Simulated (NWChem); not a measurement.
Program: NWChem. System: sulfur tetrafluoride (F$_{4}$S), charge 0, spin multiplicity 1, optimised in this run. Level: PBE/def2-SVP.

Job file:

```
start mol
memory heap 200 mb stack 900 mb global 1100 mb
geometry units angstroms
  F      0.000000     1.239119     0.658370
  S      0.000000     0.000000    -0.378938
  F      1.690460     0.000000    -0.321536
  F     -1.690460     0.000000    -0.321536
  F      0.000000    -1.239119     0.658370
  symmetry group C2v
end
basis spherical
  * library def2-svp
end
dft
  xc xpbe96 cpbe96
  semidirect memsize 60000000 filesize 0
  iterations 100
end
driver
  maxiter 80
end
task dft optimize
task dft freq
```

NWChem printed:

```
             Northwest Computational Chemistry Package (NWChem) 7.3.0
             --------------------------------------------------------

                                NWChem Input Module
                                -------------------

 Scaling coordinates for geometry "geometry" by  1.889725989
 (inverse scale =  0.529177249)

 Turning off AUTOSYM since
 SYMMETRY directive was detected!

          ------
          auto-z
          ------
  Looking for out-of-plane bends

                             Geometry "geometry" -> ""
                             -------------------------

 Output coordinates in angstroms (scale by  1.889725989 to convert to a.u.)

  No.       Tag          Charge          X              Y              Z
 ---- ---------------- ---------- -------------- -------------- --------------
    1 F                    9.0000     0.00000000     1.23911900     0.65836992
    2 S                   16.0000     0.00000000     0.00000000    -0.37893808
    3 F                    9.0000     1.69046000     0.00000000    -0.32153608
    4 F                    9.0000    -1.69046000     0.00000000    -0.32153608
    5 F                    9.0000     0.00000000    -1.23911900     0.65836992

 Effective nuclear repulsion energy (a.u.)     288.4891850718

            Nuclear Dipole moment (a.u.)
            ----------------------------
        X                 Y               Z
 ---------------- ---------------- ----------------
     0.0000000000     0.0000000000    -0.0000000000

      Symmetry information
      --------------------

 Group name             C2v
 Group number             16
 Group order               4
 No. of unique centers     3

      Symmetry unique atoms

     1    2    3


 Summary of "ao basis" -> "" (spherical)
 ------------------------------------------------------------------------------
       Tag                 Description            Shells   Functions and Types
 ---------------- ------------------------------  ------  ---------------------
 *                          def2-svp                  on all atoms

  pbe96 is a nonlocal functional; adding pw91lda local functional.
[...]
 C=   0.101186 cm-1  (  0.145581 K)

 Temperature                      =   298.15K
 frequency scaling parameter      =   1.0000

 Zero-Point correction to Energy  =    6.895 kcal/mol  (  0.010989 au)
 Thermal correction to Energy     =   10.051 kcal/mol  (  0.016017 au)
 Thermal correction to Enthalpy   =   10.643 kcal/mol  (  0.016960 au)

 Total Entropy                    =   71.578 cal/mol-K
   - Translational                =   39.929 cal/mol-K (mol. weight = 107.9657)
   - Rotational                   =   24.523 cal/mol-K (symmetry #  =        2)
   - Vibrational                  =    7.126 cal/mol-K

 Cv (constant volume heat capacity) =   16.600 cal/mol-K
   - Translational                  =    2.979 cal/mol-K
   - Rotational                     =    2.979 cal/mol-K
   - Vibrational                    =   10.641 cal/mol-K


 ----------------------------------------------------------------------------
 Normal Eigenvalue ||    Projected Derivative Dipole Moments (debye/angs)
  Mode   [cm**-1]  ||      [d/dqX]             [d/dqY]           [d/dqZ]
 ------ ---------- || ------------------ ------------------ -----------------
    1       -0.000 ||       0.039              -0.014             0.000
    2        0.000 ||       0.027              -0.010             0.000
    3        0.000 ||      -0.063              -0.016             0.000
    4        0.000 ||       0.010               0.002             0.000
    5        0.000 ||      -0.010               0.009             0.000
    6        0.000 ||      -0.001               0.099             0.000
    7      194.558 ||       0.000               0.000             0.099
    8      307.467 ||       0.000              -0.471            -0.000
    9      405.184 ||       0.000              -0.000             0.000
   10      463.260 ||       0.000              -0.000             0.647
   11      468.876 ||      -0.229               0.000             0.000
   12      557.995 ||      -0.000               0.000             0.294
   13      789.131 ||       3.432              -0.000            -0.000
   14      808.481 ||       0.000               1.901            -0.000
   15      830.759 ||      -0.000              -0.000            -1.582
 ----------------------------------------------------------------------------

 ----------------------------------------------------------------------------
 Normal Eigenvalue ||           Projected Infra Red Intensities
  Mode   [cm**-1]  || [atomic units] [(debye/angs)**2] [(KM/mol)] [arbitrary]
 ------ ---------- || -------------- ----------------- ---------- -----------
    1       -0.000 ||    0.000076           0.002         0.074       0.014
    2        0.000 ||    0.000036           0.001         0.035       0.007
    3        0.000 ||    0.000185           0.004         0.181       0.034
    4        0.000 ||    0.000005           0.000         0.004       0.001
    5        0.000 ||    0.000007           0.000         0.007       0.001
    6        0.000 ||    0.000425           0.010         0.414       0.079
    7      194.558 ||    0.000421           0.010         0.410       0.078
    8      307.467 ||    0.009612           0.222         9.370       1.779
    9      405.184 ||    0.000000           0.000         0.000       0.000
   10      463.260 ||    0.018144           0.419        17.688       3.357
   11      468.876 ||    0.002282           0.053         2.225       0.422
   12      557.995 ||    0.003754           0.087         3.660       0.695
   13      789.131 ||    0.510673          11.782       497.829      94.489
   14      808.481 ||    0.156611           3.613       152.673      28.978
   15      830.759 ||    0.108455           2.502       105.727      20.067
 ----------------------------------------------------------------------------

 Task  times  cpu:       27.1s     wall:       27.1s

 Total times  cpu:       30.8s     wall:       30.8s
```
